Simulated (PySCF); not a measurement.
GeO⁺: a composite coupled-cluster calculation

State: ²Π, doublet, unpaired electrons π ↑. De refers to Ge⁺ + O. ROHF-based CCSD(T) in PySCF 2.14 with Ge cc-pwCVDZ-PP with ECP10, O aug-cc-pVDZ and Ge cc-pwCVTZ-PP with ECP10, O aug-cc-pVTZ (frozen core orbitals: 5; scalar-relativistic core potentials). Correlation energies are extrapolated as n⁻³ (n = 2, 3), Hartree–Fock as (n+1)·exp(−9√n). CV is the change on freezing 4 orbitals instead, in Ge cc-pwCVTZ-PP with ECP10, O cc-pwCVTZ.

```csv
Level,Re (Å),ωe (cm⁻¹),ωexe (cm⁻¹),αe (cm⁻¹),De (eV)
CCSD(T)/DZ,1.7898,701.2,3.05,0.00280,3.392
CCSD(T)/TZ,1.7680,738.2,3.47,0.00287,3.661
HF/CBS,1.7364,815.7,3.35,0.00268,1.994
MP2/CBS,1.7565,762.4,3.10,0.00270,3.790
CCSD/CBS,1.7543,767.8,3.35,0.00276,3.535
CCSD(T)/CBS,1.7642,744.3,3.47,0.00286,3.745
CCSD(T)/CBS+CV,1.7635,745.0,3.47,0.00286,3.747
```

Q: How much is left between CCSD(T)/TZ and the basis-set limit, and how much do the triples give at the limit?

A: CCSD(T)/CBS less CCSD(T)/TZ: -3.8 mÅ in Re, +6.1 cm⁻¹ in ωe and +0.084 eV in De. CCSD(T)/CBS less CCSD/CBS: +9.9 mÅ in Re, -23.5 cm⁻¹ in ωe and +0.210 eV in De.

Q: What do the later terms add?

A: CV: -0.7 mÅ in Re, +0.7 cm⁻¹ in ωe and +0.002 eV in De, each against the row above.

The T1 diagnostic is 0.024. The state was picked by a PBE0 search and need not be the measured ground state. Spin–orbit coupling, excitations beyond (T) and corrections to the Born–Oppenheimer picture are left out.

The whole job (state search and all basis sets along the bond) took about 31 min on 4 threads of AMD EPYC 9R45 96-Core (shared host), peak memory 12 GiB.
